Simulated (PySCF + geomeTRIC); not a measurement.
A geometry relaxed with PySCF + geomeTRIC with B3LYP-D3(BJ)/def2-TZVP, charge 0, multiplicity 1:

```xyz
4

O     -0.7871    -0.1429     0.4296
H      1.4155    -0.3876    -0.1947
H     -1.2823    -0.1347    -0.3992
S      0.6531     0.6676     0.1677
```

**Question.** Write the SMILES of this molecule.

**Answer.** `OS`
